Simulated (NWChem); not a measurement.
Species: CH₅N₂S cation; SMILES S=C([NH3+])N

```xyz
9

N      1.2264    -1.0131     0.0001
C      0.1414    -0.2220     0.0000
N     -1.1546    -1.0734     0.0000
S     -0.0173     1.3923     0.0000
H      1.2143    -2.0365    -0.0010
H      2.1448    -0.5584    -0.0001
H     -1.9401    -0.3921     0.0040
H     -1.2450    -1.6790     0.8423
H     -1.2484    -1.6725    -0.8464
```
Atoms are numbered in this order, from 1.

Program: NWChem. The geometry was optimised at PBE-D3(BJ)/def2-SVP. Level B3LYP/def2-SVP: energy and gradient on several grids; changes count from the extra-fine grid, which is no exact limit either.

Task: Which is the coarsest grid (xcoarse; xfine; coarse; fine; medium) from which on the energy stays within 100 μHa and each gradient component within 200 μHa/bohr of xfine?

Result: coarse.
```tsv
grid	size of the energy change (μHa)	largest change of a gradient component (μHa/bohr)	time, medium = 1 (rough)
xcoarse	200	3000	about 1
coarse	20	100	about 1
medium	< 10	< 30	about 1
fine	< 10	< 30	about 1
xfine	< 10	< 30	3
```
